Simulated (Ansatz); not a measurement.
Cost and result up the ladder for Ge(NCO)Me3 (C4H9GeNO) (16 atoms). Total charge 0; singlet. Geometry: PBE0-D4/def2-SVP.

```xyz
16

Ge    0.0195    0.0945   -0.0250
N    -0.1823   -1.6696    0.4455
C    -0.3664   -2.8093    0.7482
O    -0.5393   -3.9316    1.0465
C     1.9176    0.3520   -0.3528
H     2.1188    1.3932   -0.6467
H     2.2592   -0.3122   -1.1597
H     2.4962    0.1257    0.5543
C    -0.6231    1.1375    1.4840
H    -0.5240    2.2137    1.2766
H    -0.0428    0.8999    2.3872
H    -1.6818    0.9146    1.6803
C    -1.0543    0.3590   -1.6235
H    -2.1095    0.1284   -1.4177
H    -0.7043   -0.2986   -2.4323
H    -0.9836    1.4028   -1.9649
```

Ansatz on 4 threads of Intel Xeon on a shared host. Times are rough, and most runs start from the orbitals of an earlier one. PBE0-D4/def2-TZVPD serves as the yardstick here, not as an exact answer. Differences are given only for rows in sets of like size (and for xTB, whose basis is part of the method), since another set adds its own error. Binding counts from free atoms at the same level (Ge triplet, N quartet, C triplet, O triplet, H doublet; other spins of the atoms weren't run), without zero-point energy or a counterpoise term.

Correlated methods freeze 15 core orbitals; core or outer-core shells of Ge are correlated, in sets that lack core-valence functions. The rows differ in basis, and correlated rows in double-zeta sets carry the largest basis error.

Correlated methods converge slowly with the basis, most of all in double-zeta sets.

| level | functions | wall time | binding energy per atom (eV) | difference from PBE0-D4/def2-TZVPD (eV) |
| --- | --- | --- | --- | --- |
| PBE-D4/def2-SVP | 161 | 4.7 s | 4.31 | – |
| PBE0-D4/def2-SVP | 161 | 7.5 s | 4.22 | – |
| PBE-D4/def2-TZVP (with forces) | 288 | 9 s | 4.27 | 0.09 |
| revPBE-D4/def2-TZVP | 288 | 9.5 s | 4.17 | -0.02 |
| BLYP-D4/def2-TZVP | 288 | 9.5 s | 4.17 | -0.02 |
| r2SCAN-D4/def2-TZVP | 288 | 11 s | 4.18 | -0.01 |
| PBE-D4/def2-TZVPD | 360 | 12 s | 4.27 | 0.09 |
| PBE0-D4/def2-TZVP | 288 | 13 s | 4.19 | 0.00 |
| MP2/def2-TZVP | 288 | 18 s | 4.11 | -0.08 |
| PBE0-D4/def2-TZVPD | 360 | 23 s | 4.19 | 0.00 |
| CCSD(T)/def2-SVP | 161 | 87 s | 3.96 | – |
